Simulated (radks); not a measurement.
Q: The mean radii <r> (bohr) of the occupied orbitals of an atom or ion are listed with their occupations. Calculated with a radial shooting solver on a logarithmic mesh with Libxc functionals: scalar-relativistic Kohn-Sham, PBEsol, spin-polarised, spherical densities, finite nucleus; Fermi nuclear charge, rms radius of each element as measured or else 0.836 A^(1/3) + 0.57 fm.

orbital  occ.      <r>
1s up       1  0.02559
1s down     1  0.02559
2s up       1   0.1098
2s down     1   0.1098
2p up       3  0.09618
2p down     3  0.09617
3s up       1   0.2914
3s down     1   0.2913
3p up       3   0.2892
3p down     3   0.2890
3d up       5   0.2653
3d down     5   0.2652
4s up       1   0.6517
4s down     1   0.6518
4p up       3   0.6819
4p down     3   0.6824
4d up       5   0.7254
4d down     1   0.7273

Name the element and its charge. Open shells, if any, are filled with parallel spins first.

A: Z = 56, barium, charge +14: Ba14+ in [Kr] 4d6. The 1s radius gives Z: for a bare nucleus <r> = (2 gamma + 1)/(2Z) with gamma = sqrt(1 - (Z/c)^2), 0.02523 bohr for Z = 56, and screening makes it slightly larger (0.02559 here). The occupations add up to 42, and the charge is Z minus that.
